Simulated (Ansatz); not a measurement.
**Interaction energy ladder**

The pair of SnCl₄ (SMILES Cl[Sn](Cl)(Cl)Cl, atoms 1–5) and SbH₃ (SMILES [SbH3], atoms 6–9), both closed shells, in one local arrangement (a lower one may exist), relaxed at PBE0-D4/def2-TZVP:

```
9
angstrom
Cl -0.8011 -0.0117 -4.1030
Sn -0.1883 0.0899 -1.9005
Cl -1.8835 1.0812 -0.7184
Cl 0.1740 -2.0283 -1.1249
Cl 1.7181 1.3395 -1.7156
Sb -0.1100 0.4465 2.6691
H -0.8642 -0.9719 2.0935
H 1.0621 -0.4668 3.5124
H 0.8930 0.5215 1.2875
```

Computed with Ansatz 0.2.0 (basis: def2-TZVPPD, with def2-QZVPPD for the basis limit); correlated methods freeze the cores. Filled d shells of the heavier atoms are correlated. Core potentials replace the inner electrons of the atoms past krypton. The def2 sets are not built for correlating such inner shells, so the correlated values are less sure here. B3LYP uses VWN-RPA correlation. Extrapolation: Hartree–Fock as exp(−7.88 √X), correlation as X^−2.97. Interaction energies count from these two fragments, frozen as in the pair, with the counterpoise correction; negative means bound.

(1) What is the interaction energy by CCSD(T) at an estimated basis limit (MP2 extrapolated from triple and quadruple zeta, plus CCSD(T) − MP2 in triple zeta)? (An estimate is asked for; the value comes from the calculation.)

(2) Which atoms make the shortest contact between the fragments?

No T1 diagnostic of these runs exceeds 0.015.

## Answers

(1) The calculation gives: -2.48 kcal/mol. Hartree–Fock alone gives 1.75 kcal/mol at the basis limit, so without correlation the pair would not bind at this distance. It counts from the two fragments frozen as in the pair.

The same quantity by other methods in triple zeta, and each one's difference from that estimate:
```tsv
method	E_int (kcal/mol)	difference
PBE-D4	-2.76	-0.28
revPBE-D4	-2.42	0.05
BLYP-D4	-2.75	-0.27
r2SCAN-D4	-2.03	0.45
B97M-V	-2.46	0.02
PBE0-D4	-2.71	-0.23
B3LYP-D4	-2.89	-0.41
HSE06-D4	-2.68	-0.20
wB97X-V	-2.42	0.05
wB97M-V	-2.58	-0.10
B2PLYP	-0.22	2.26
HF	1.76	4.24
MP2	-2.43	0.04
CCSD	-1.21	1.27
CCSD(T)	-1.78	0.70
```
Differences are method less estimate.

(2) Cl5 and H9, 3.22 Å apart.

Basis-set superposition shift (counterpoise-corrected less uncorrected): CCSD(T) 1.28; MP2 1.24; HF 0.16; PBE0-D4 0.14; wB97M-V 0.13 kcal/mol.

For scale, one of the runs: CCSD(T)/def2-TZVPPD, 367 basis functions (an equivalent command: `ansatz run in.yaml --threads 2 --backend cuda`). Hardware: 2 CPU threads and a share of one NVIDIA H100, shared host. Wall time 27 s; peak host memory 0.88 GiB.
